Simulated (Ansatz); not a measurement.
Abridged output of a molecular run in Ansatz:

```
Functional definition: HF
1205 factors; integrals over basis functions are off by at most 9.0e-4 eV
mean field evaluation 1: about -65908.1717 eV, gradient 2.4e1 eV
mean field evaluation 2: about -65908.1770 eV, gradient 2.4e1 eV
mean field evaluation 4: about -65912.4634 eV, gradient 3.7e0 eV
mean field evaluation 8: about -65912.7161 eV, gradient 2.7e-1 eV
mean field evaluation 16: about -65912.1912 eV, gradient 5.9e0 eV
mean field -65912.71777748 eV, -2422.2477010776 hartree, gradient 6.6e-6 eV, S^2 0.761243; 3 other end points of the search recorded, 0 dependent functions left out
15 core orbitals not correlated: weight in the atoms' cores, before any rotation towards them, 1.000 or more for the frozen orbitals, at most 0.000 for the correlated occupied ones
reference -65912.71777748 eV, -2422.2477010776 hartree; 15, 14 occupied and 175, 176 virtual orbitals, 1205 factors
second order -15.16329853 eV of doubles, -0.00000000 eV of singles
cycle   1  -15.78184104 eV  change   -6.2e-1 eV  update   1.0e-1
cycle   2  -16.34858459 eV  change   -5.7e-1 eV  update   3.2e-2
cycle   3  -16.44341200 eV  change   -9.5e-2 eV  update   1.8e-2
cycle   4  -16.43633278 eV  change    7.1e-3 eV  update   7.3e-3
cycle   5  -16.43924965 eV  change   -2.9e-3 eV  update   3.9e-3
cycle   6  -16.43956967 eV  change   -3.2e-4 eV  update   1.5e-3
cycle   7  -16.44018771 eV  change   -6.2e-4 eV  update   5.5e-4
cycle   8  -16.44041438 eV  change   -2.3e-4 eV  update   2.0e-4
cycle   9  -16.44036056 eV  change    5.4e-5 eV  update   9.8e-5
cycle  10  -16.44032175 eV  change    3.9e-5 eV  update   6.6e-5
cycle  11  -16.44033167 eV  change   -9.9e-6 eV  update   5.1e-5
cycle  12  -16.44033480 eV  change   -3.1e-6 eV  update   4.3e-5
cycle  13  -16.44036030 eV  change   -2.5e-5 eV  update   3.4e-5
perturbative correction -0.56650493 eV, -0.0208186722 hartree
Total energy: -65929.72464271 eV, -2422.8726918471 hartree
Checks for a lower state left out: cluster_reference
```

Its atoms:

Z-matrix (Å, degrees):
```
Si
N 1 1.731
H 1 1.486 2 109.2
H 1 1.492 2 115.3 3 122.9
H 1 1.491 2 105.4 3 -117.5
Ge 2 1.846 1 127.0 3 -142.1
H 6 1.538 2 105.4 1 112.2
H 6 1.543 2 113.4 1 -8.2
H 6 1.536 2 107.0 1 -130.2
```

Question: Which basis set was used?
A. def2-TZVPPD
B. def2-TZVPP
C. def2-SVPD
D. def2-QZVPP

Answer: B. It gives 205 functions.

Question: Write the keys of the input that set method, charge and spin (a neutral closed shell needs none for the last two).

Answer: 
```yaml
magnetization: {spin_polarized: true, initial_magnetization: 1}
correlation: {method: ccsd_t}
scf: {omitted_lower_state_checks: [cluster_reference]}
```
